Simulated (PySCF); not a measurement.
**Lu(NH2)3 relaxed at several levels**

Computed with PySCF 2.14.0, def2-SVP on the ligands, density fitting, scalar-relativistic core potentials, no spin-orbit coupling, vacuum. Each row is relaxed at its own level from the same template. Distances are means of the shortest metal–ligand contacts, charges and spins Mulliken's; removal energies are rigid, with the ligand's formal charge and no counterpoise, so too large; for an anion taken off a cation in vacuum most of it is the attraction of opposite charges, and multiply charged cations can part far more cheaply with an electron moved from ligand to metal. lcecp potentials hold a fixed number of 4f electrons in the core, out of states, spins and gaps.

```json
{"level": "PBE0", "basis on the metal": "lcecp-1-SVP with ECP60", "point group": "Cs, nearly D3h", "M–NH2 (Å)": "2.125", "charge on M (e)": "0.85", "dipole (D)": "0.08", "removal of one NH2 (eV)": "11.03", "strongest infrared band, degenerate modes summed (cm⁻¹)": "535", "unstable modes (below −25 cm⁻¹)": "0"}
```

Question: What does the calculation give for TPSS, lcecp-1-SVP with ECP60?

Answer: point group: nearly D3h, M–NH2 (Å): 2.137, charge on M (e): 0.78, dipole (D): 0.03, removal of one NH2 (eV): 10.94, unstable modes (below −25 cm⁻¹): not given.
```xyz
10

Lu    0.0019    0.0014   -0.0154
N     2.1255    0.0039    0.2232
H     2.7394   -0.8127    0.3325
H     2.7533    0.8168    0.2572
N    -1.0550    1.8478   -0.2227
H    -0.6671    2.7990   -0.2220
H    -2.0680    1.9747   -0.3395
N    -1.0682   -1.8489   -0.0093
H    -0.6794   -2.7945    0.0985
H    -2.0824   -1.9874   -0.1026
```

Moved off a saddle point of the template and relaxed again: PBE0, TPSS. One start shape was tried for each, so a minimum needn't be the lowest isomer.
